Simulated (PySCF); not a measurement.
**SMILES CC(=O)[C@@H]1CC[C@@H]1N, C6H11NO**

Molfile (atoms numbered from 1):
```
C6H11NO
     RDKit          3D

 19 19  0  0  0  0  0  0  0  0999 V2000
    2.2640   -0.7658   -0.5174 C   0  0  0  0  0  0  0  0  0  0  0  0
    1.3590    0.1287    0.2850 C   0  0  0  0  0  0  0  0  0  0  0  0
    1.5163    0.3468    1.4610 O   0  0  0  0  0  0  0  0  0  0  0  0
    0.2032    0.6936   -0.5082 C   0  0  2  0  0  0  0  0  0  0  0  0
   -0.6927    1.6660    0.2753 C   0  0  0  0  0  0  0  0  0  0  0  0
   -1.7661    0.5779    0.4138 C   0  0  0  0  0  0  0  0  0  0  0  0
   -0.9949   -0.2993   -0.6001 C   0  0  2  0  0  0  0  0  0  0  0  0
   -0.7032   -1.6766   -0.2904 N   0  0  0  0  0  0  0  0  0  0  0  0
    1.6603   -1.5592   -0.9549 H   0  0  0  0  0  0  0  0  0  0  0  0
    3.0396   -1.1884    0.1158 H   0  0  0  0  0  0  0  0  0  0  0  0
    2.7224   -0.2008   -1.3257 H   0  0  0  0  0  0  0  0  0  0  0  0
    0.5631    1.0410   -1.4764 H   0  0  0  0  0  0  0  0  0  0  0  0
   -0.2543    2.0074    1.2105 H   0  0  0  0  0  0  0  0  0  0  0  0
   -1.0134    2.5226   -0.3124 H   0  0  0  0  0  0  0  0  0  0  0  0
   -1.7848    0.1334    1.4079 H   0  0  0  0  0  0  0  0  0  0  0  0
   -2.7779    0.8583    0.1282 H   0  0  0  0  0  0  0  0  0  0  0  0
   -1.4492   -0.2741   -1.5941 H   0  0  0  0  0  0  0  0  0  0  0  0
   -0.3606   -1.7595    0.6624 H   0  0  0  0  0  0  0  0  0  0  0  0
   -1.5406   -2.2427   -0.3726 H   0  0  0  0  0  0  0  0  0  0  0  0
  1  2  1  0
  2  3  2  0
  2  4  1  0
  4  5  1  0
  5  6  1  0
  6  7  1  0
  7  8  1  0
  7  4  1  0
  1  9  1  0
  1 10  1  0
  1 11  1  0
  4 12  1  6
  5 13  1  0
  5 14  1  0
  6 15  1  0
  6 16  1  0
  7 17  1  6
  8 18  1  0
  8 19  1  0
M  END
```

Level of theory: PySCF, TDDFT PBE0/def2-SVPD circular dichroism and optical rotation, one conformer, gas phase. Geometry: GFN2-xTB.

The molecule is flexible and this is one conformer; a measurement averages over conformers. States above about 7.0 eV (minus the energy of the highest occupied orbital) lie near or above the ionisation threshold and depend on the basis. Singlets 7 and 8 lie within 0.01 eV of each other, so their separate moments and overlaps can depend on how they mix.

Stereocentres: C4 R, C7 S.

**Question.** What is the specific rotation at 633, 589.3, 546, 436, 405, 365, 355 nm?

**Answer.** [α] in deg dm⁻¹ (g/mL)⁻¹:
```tsv
λ (nm)	origin-invariant length gauge	modified velocity gauge	length gauge (centre of mass)	isotropic polarisability (au)
633	+134.7	+124.3	+134.6	81.1
589.3	+155.0	+142.6	+154.9	81.3
546	+179.6	+164.4	+179.4	81.7
436	+261.1	+232.0	+260.7	83.0
405	+278.9	+241.5	+278.3	83.6
365	+250.3	+193.3	+249.3	84.7
355	+215.9	+150.9	+214.8	85.1
```

**Question.** And for the mirror image at 589.3 nm?

**Answer.** -155.0 deg dm⁻¹ (g/mL)⁻¹ (origin-invariant length gauge): the same size and the opposite sign.

**Question.** What is the molar rotation [Φ] = [α]·M/100 of the geometry above at 589.3 nm?

**Answer.** With M = 113.16 g/mol, +175.4 deg cm² dmol⁻¹ (origin-invariant length gauge).

The first excitation lies at 4.45 eV (279 nm) with R = -7.8 × 10⁻⁴⁰ esu² cm² (velocity form).
